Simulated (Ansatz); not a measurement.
```yaml
crystal:
  periodic: [false, false, false]
  atoms:
    - {symbol: C, position_ang: [-0.676685, 1.069001, -0.537312]}
    - {symbol: C, position_ang: [0.081516, -0.189097, -0.454451]}
    - {symbol: O, position_ang: [0.742160, -0.542000, -1.498716]}
    - {symbol: Al, position_ang: [0.304460, -1.228711, 1.329828]}
    - {symbol: Cl, position_ang: [1.795812, 0.295984, 1.818554]}
    - {symbol: H, position_ang: [-0.447974, 1.680322, -1.418622]}
    - {symbol: H, position_ang: [-0.523931, 1.643173, 0.378606]}
    - {symbol: H, position_ang: [-1.739105, 0.793867, -0.546093]}
    - {symbol: H, position_ang: [0.704664, 0.120049, -2.215165]}
    - {symbol: H, position_ang: [0.898260, -2.675853, 1.056923]}
    - {symbol: H, position_ang: [-1.073775, -1.023738, 2.106948]}
basis:
  gaussian: {orbitals: pcseg-2, final_grid: {core_spheres: 1, valence_spheres: 1, degree: 5}}
total_charge: -1
magnetization: {spin_polarized: true, initial_magnetization: 1}
hamiltonian: {xc: {name: r2SCAN}}
accuracy: high
output: {forces: true}
```

```sh
$ ansatz run in.yaml --threads 4 --pin off --events-out ev --progress --plain --max-ram 10444MiB
```

Shortened log:

```
Functional definition: r2SCAN
4443 factors; integrals over basis functions are off by at most 2.0e-8 eV
mean field evaluation 1: about -23332.2256 eV, gradient 3.5e1 eV
mean field evaluation 2: about -23317.8295 eV, gradient 5.9e1 eV
mean field evaluation 4: about -23338.1776 eV, gradient 3.9e0 eV
mean field evaluation 16: about -23314.0600 eV, gradient 2.6e0 eV
mean field -23315.52272671 eV, -856.8296563778 hartree, gradient 2.9e-8 eV, S^2 0.814541; 2 other end points of the search recorded, 0 dependent functions left out
reference -23315.52274787 eV, -856.8296571551 hartree; 29, 28 occupied and 213, 214 virtual orbitals, 4443 factors
Total energy: -23315.52274787 eV, -856.8296571551 hartree
Atom 0 at    -0.676685     1.069001    -0.537312 Å, force     8.010995   -12.083509    17.211158 eV/Å
Atom 1 at     0.081516    -0.189097    -0.454451 Å, force     8.628685     5.227869   -18.912717 eV/Å
Atom 2 at     0.742160    -0.542000    -1.498716 Å, force   -16.825453    16.346200    11.761635 eV/Å
Atom 3 at     0.304460    -1.228711     1.329828 Å, force    -1.884677    -0.420665     3.452756 eV/Å
Atom 4 at     1.795812     0.295984     1.818554 Å, force     4.821988     1.197952    -3.451339 eV/Å
Atom 5 at    -0.447974     1.680322    -1.418622 Å, force    -0.579183    -5.598762     7.651091 eV/Å
Atom 6 at    -0.523931     1.643173     0.378606 Å, force    -3.785136    -6.870445    -6.035713 eV/Å
Atom 7 at    -1.739105     0.793867    -0.546093 Å, force    -2.040932     8.142018   -16.274467 eV/Å
Atom 8 at     0.704664     0.120049    -2.215165 Å, force     1.579264    -7.443775     5.630338 eV/Å
Atom 9 at     0.898260    -2.675853     1.056923 Å, force     1.404937    -0.567935    -0.179710 eV/Å
Atom 10 at    -1.073775    -1.023738     2.106948 Å, force     0.669511     2.071053    -0.853033 eV/Å
Dipole moment:     0.509291     0.153552    -0.436035 e Å
```

(1) What is wrong with this run?

## Answers

(1) The integration grid is far too coarse. The run converged. The result belongs to that input, not to the molecule as meant.
